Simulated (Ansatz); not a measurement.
The cluster H₂W₂⁺ was relaxed with PBE-D4 (def2-TZVP) in Ansatz in these states: charge +1 doublet, charge +1 quartet. The geometries follow in no particular order.

In the def2 sets W takes a core potential; there is no spin–orbit coupling.

A:

Cartesian coordinates in Å:
```
W 0.103 1.067 0.003
W -0.105 -1.064 -0.004
H -0.346 -1.049 1.676
H 0.348 1.047 -1.676
```

B:

```xyz
4

W    -0.1131   -1.1016    0.1303
W     0.1131    1.1015   -0.1302
H    -1.5724    1.2736   -0.0188
H     1.5724   -1.2735    0.0187
```

**Question.** Judge from the bond lengths which geometry belongs to which state (an estimate).

**Answer.** A is the charge +1 doublet (W1–W2 2.141 Å, W1–H4 1.697 Å, W2–H3 1.697 Å); B is the charge +1 quartet (W1–W2 2.230 Å, W1–H4 1.698 Å, W2–H3 1.698 Å).

At PBE-D4/def2-TZVP the charge 1 doublet is spin-contaminated (final ⟨S²⟩ up to 0.93, 0.75 for a pure state). At PBE0-D4/def2-TZVP a doublet lies 0.53 eV below the charge +1 quartet. These are the stationary points nearest to one start from a short search; other shapes may lie lower in each state.
